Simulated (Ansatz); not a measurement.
Ansatz (a quantum-chemistry and plane-wave program) input (SVWN5/def2-TZVP):

Ansatz 0.2 input:
```yaml
crystal:
  periodic: [false, false, false]
  atoms:
    - {symbol: Hg, position_ang: [-0.00000000, -0.00000000, -1.35891405]}
    - {symbol: Hg, position_ang: [0.00000000, 0.00000000, 1.35891405]}
basis:
  gaussian:
    orbitals: def2-TZVP
hamiltonian:
  xc: {name: SVWN5}
total_charge: 2
relax: {f_tol: 0.003, max_steps: 100}
```

End of the output:

```
relax step   1: F+E_penalty+E_count = -8319.19233827 eV  Δ(F+E_penalty+E_count) = +0.000e0 eV  max|allowed force component| = 5.575e-1 eV/Å  Δτ_max = 0.0000 Å  (24 SCF iters, accepted)
these checks for a lower state are left out or cut short: starts, cluster_reference, orbital_swaps, neighbouring_geometries, increment
integrals: 0.03 GiB planned
780 factors; their error is unknown
mean field: 0.20 GiB planned
mean field evaluation 16: about -8319.2220 eV, gradient 4.1e-2 eV
mean field -8319.22204147 eV, -305.7257710529 hartree, gradient 3.0e-5 eV, S^2 0.000000; 0 other end points of the search recorded, 0 dependent functions left out
the calculation of the forces begins
reference -8319.22208419 eV, -305.7257726229 hartree; 19, 19 occupied and 67, 67 virtual orbitals, 780 factors
relax step   2: F+E_penalty+E_count = -8319.22204147 eV  Δ(F+E_penalty+E_count) = -2.970e-2 eV  max|allowed force component| = 1.402e-1 eV/Å  Δτ_max = 0.0408 Å  (25 SCF iters, accepted)
these checks for a lower state are left out or cut short: starts, cluster_reference, orbital_swaps, neighbouring_geometries, increment
integrals: 0.03 GiB planned
780 factors; their error is unknown
mean field: 0.20 GiB planned
mean field -8319.22352284 eV, -305.7258254922 hartree, gradient 4.4e-5 eV, S^2 0.000000; 0 other end points of the search recorded, 0 dependent functions left out
the calculation of the forces begins
reference -8319.22356553 eV, -305.7258270610 hartree; 19, 19 occupied and 67, 67 virtual orbitals, 780 factors
relax step   3: F+E_penalty+E_count = -8319.22352284 eV  Δ(F+E_penalty+E_count) = -1.481e-3 eV  max|allowed force component| = 1.760e-2 eV/Å  Δτ_max = 0.0093 Å  (22 SCF iters, accepted)
these checks for a lower state are left out or cut short: starts, cluster_reference, orbital_swaps, neighbouring_geometries, increment
integrals: 0.03 GiB planned
780 factors; their error is unknown
mean field: 0.20 GiB planned
mean field -8319.22354259 eV, -305.7258262180 hartree, gradient 4.2e-5 eV, S^2 0.000000; 0 other end points of the search recorded, 0 dependent functions left out
the calculation of the forces begins
reference -8319.22358528 eV, -305.7258277866 hartree; 19, 19 occupied and 67, 67 virtual orbitals, 780 factors
relax step   4: F+E_penalty+E_count = -8319.22354259 eV  Δ(F+E_penalty+E_count) = -1.975e-5 eV  max|allowed force component| = 5.954e-3 eV/Å  Δτ_max = 0.0017 Å  (25 SCF iters, accepted)
these checks for a lower state are left out or cut short: starts, cluster_reference, orbital_swaps, neighbouring_geometries, increment
integrals: 0.03 GiB planned
780 factors; their error is unknown
mean field: 0.20 GiB planned
mean field evaluation 32: about -8319.2327 eV, gradient 8.3e-2 eV
mean field -8319.22354511 eV, -305.7258263106 hartree, gradient 1.8e-5 eV, S^2 0.000000; 0 other end points of the search recorded, 0 dependent functions left out
the calculation of the forces begins
reference -8319.22358780 eV, -305.7258278793 hartree; 19, 19 occupied and 67, 67 virtual orbitals, 780 factors
relax step   5: F+E_penalty+E_count = -8319.22354511 eV  Δ(F+E_penalty+E_count) = -2.520e-6 eV  max|allowed force component| = 3.819e-5 eV/Å  Δτ_max = 0.0004 Å  (19 SCF iters, accepted)
integrals: 0.03 GiB planned
780 factors; their error is unknown
mean field: 0.20 GiB planned
mean field -8319.22354511 eV, -305.7258263106 hartree, gradient 1.8e-5 eV, S^2 0.000000; 1 other end points of the search recorded, 0 dependent functions left out
the calculation of the forces begins
reference -8319.22358780 eV, -305.7258278793 hartree; 19, 19 occupied and 67, 67 virtual orbitals, 780 factors
Total energy: -8319.22358780 eV, -305.7258278793 hartree
Atom 0 at     0.000000     0.000000    -1.307596 Å, force     0.000000     0.000000     0.000038 eV/Å
Atom 1 at    -0.000000    -0.000000     1.307596 Å, force    -0.000000    -0.000000    -0.000038 eV/Å
Dipole moment:    -0.000000    -0.000000    -0.000000 e Å
```
